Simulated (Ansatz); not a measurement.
Molecule: sum formula H$_{2}$SiO$_{2}$Cl, charge 0, multiplicity 2. It need not be the lowest isomer of its formula. 
Structure (B3LYP-D3(BJ)/def2-TZVP (Ansatz, a program for electronic structure) minimum search):
```
Si
O 1 1.6374
H 2 0.9634 1 117.09
O 1 1.6481 2 106.19 3 17.38
H 4 0.9618 1 118.52 2 174.58
Cl 1 2.0819 2 108.54 3 137.18
```
Charge 0, spin multiplicity 2.

Computed values are from Ansatz. Cores are frozen in the correlated levels unless marked. Open shells are spin-unrestricted. Spin-orbit coupling is left out. Non-relativistic. Basis-set limits of correlation are two-point, X^-3; Hartree-Fock from the larger set.

* **atomisation energy De**: 529.3 kcal/mol at CCSD(T)/CBS(cc-pV(T+d)Z,cc-pV(Q+d)Z)
* **total energy**: -900.4978 Eh at CCSD(T)/CBS(cc-pV(T+d)Z,cc-pV(Q+d)Z)
* **dipole moment**: 2.23 D at CCSD(T)/aug-cc-pV(D+d)Z
* **T1 diagnostic**: 0.013 at CCSD/cc-pV(Q+d)Z
